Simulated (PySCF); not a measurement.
Job file and geometry (Å, from GFN2-xTB) of an NMR shielding run on SMILES C1[C@]2(S(=O)(=O)O)C[C@@]1(B(F)F)C2, C5H7BF2O3S, GIAO PBE0/pcSseg-1 NMR shielding, non-relativistic, gas phase in PySCF 2.14.0, density-fitted response routines; density fitting, a coarse starting grid and PySCF grid level 2 are the driver's defaults:

```
$ OMP_NUM_THREADS=1 python probes_run.py task.json out

{"job": {"kind": "nmr", "xc": "PBE0", "basis": "pcSseg-1"}, "charge": 0, "multiplicity": 1}
O      2.732269     1.325331     0.914859
S      2.272094     0.609711    -0.236976
O      2.537829     1.125614    -1.537136
O      2.876238    -0.887975    -0.127546
C      0.523262     0.241491    -0.087068
C     -0.166995    -0.438736     1.094559
C     -1.289809    -0.157022     0.059583
B     -2.819088    -0.486721     0.150987
F     -3.667222    -0.186634    -0.807355
F     -3.360996    -1.088986     1.186732
C     -0.283389    -0.651338    -1.026565
C     -0.629667     1.243614    -0.130994
H      3.398681    -0.956472     0.672913
H      0.078198    -1.482777     1.272613
H     -0.209319     0.121509     2.024765
H     -0.045845    -1.711881    -1.018716
H     -0.436364    -0.286939    -2.038177
H     -0.808709     1.743505    -1.078518
H     -0.710970     1.933956     0.704577
```

Q: What does the program print?

A: 
```
coarse grid: 17912 points
cycle   1  E = -1041.8069898080  dE =  2.942e+00  |g| = 1.350e+00  |ddm| = 4.378e+00
cycle   2  E = -1041.2149784006  dE =  5.920e-01  |g| = 2.291e+00  |ddm| = 2.894e+00
cycle   3  E = -1042.1093027110  dE = -8.943e-01  |g| = 2.734e-01  |ddm| = 2.038e+00
cycle   4  E = -1042.1225007744  dE = -1.320e-02  |g| = 9.688e-02  |ddm| = 2.990e-01
cycle   5  E = -1042.1240803137  dE = -1.580e-03  |g| = 2.191e-02  |ddm| = 7.974e-02
cycle   6  E = -1042.1241701626  dE = -8.985e-05  |g| = 8.812e-03  |ddm| = 2.827e-02
cycle   7  E = -1042.1241848714  dE = -1.471e-05  |g| = 2.029e-03  |ddm| = 8.212e-03
cycle   8  E = -1042.1241854942  dE = -6.228e-07  |g| = 8.707e-04  |ddm| = 2.293e-03
final grid: 173432 points
cycle   9  E = -1042.2382501122  dE = -8.168e-05  |g| = 1.270e-02  |ddm| = 5.687e-02
cycle  10  E = -1042.2382071360  dE =  4.298e-05  |g| = 1.905e-02  |ddm| = 2.885e-02
cycle  11  E = -1042.2382837642  dE = -7.663e-05  |g| = 1.944e-03  |ddm| = 1.769e-02
cycle  12  E = -1042.2382844178  dE = -6.536e-07  |g| = 5.889e-04  |ddm| = 2.049e-03
cycle  13  E = -1042.2382844755  dE = -5.775e-08  |g| = 1.979e-04  |ddm| = 5.890e-04
cycle  14  E = -1042.2382844822  dE = -6.709e-09  |g| = 6.144e-05  |ddm| = 2.050e-04
cycle  15  E = -1042.2382844829  dE = -6.673e-10  |g| = 1.833e-05  |ddm| = 5.862e-05
converged SCF energy = -1042.2382844829

GIAO shielding tensors (ppm)
atom      isotropic    diamagn.    paramagn.     s11        s22        s33       span
  0 O      118.677     399.239    -280.562     68.224    130.392    157.414     89.190
  1 S      191.720    1048.315    -856.595     47.916    160.739    366.504    318.588
  2 O      113.714     397.857    -284.143     77.038    113.107    150.997     73.959
  3 O      140.212     392.370    -252.158     57.079     76.567    286.991    229.911
  4 C      132.391     260.089    -127.697    105.194    108.245    183.735     78.541
  5 C      133.827     252.235    -118.407    127.536    132.331    141.615     14.080
  6 C      164.853     263.066     -98.213    156.103    156.938    181.519     25.416
  7 B       75.945     193.698    -117.753     55.897     81.898     90.040     34.143
  8 F      245.236     467.274    -222.038     63.259    293.529    378.922    315.663
  9 F      240.350     467.437    -227.087     58.452    290.422    372.177    313.725
 10 C      130.576     251.805    -121.229    122.719    129.508    139.502     16.783
 11 C      131.139     252.157    -121.017    123.539    130.171    139.707     16.168
 12 H       27.297      29.420      -2.123     22.120     22.810     36.960     14.840
 13 H       29.624      33.625      -4.001     26.644     27.467     34.761      8.117
 14 H       29.587      33.692      -4.104     26.644     27.140     34.978      8.333
 15 H       29.483      33.008      -3.525     26.635     27.142     34.672      8.037
 16 H       29.381      33.302      -3.921     26.487     26.964     34.692      8.205
 17 H       29.363      33.203      -3.839     26.525     26.771     34.794      8.269
 18 H       29.472      33.138      -3.666     26.563     26.859     34.994      8.432
```

Size and cost of the density-fitted run: 246 basis functions, 4 min wall time (2.5 min CPU) on 1 thread of an Intel Xeon, shared host; peak memory 1.1 GiB.
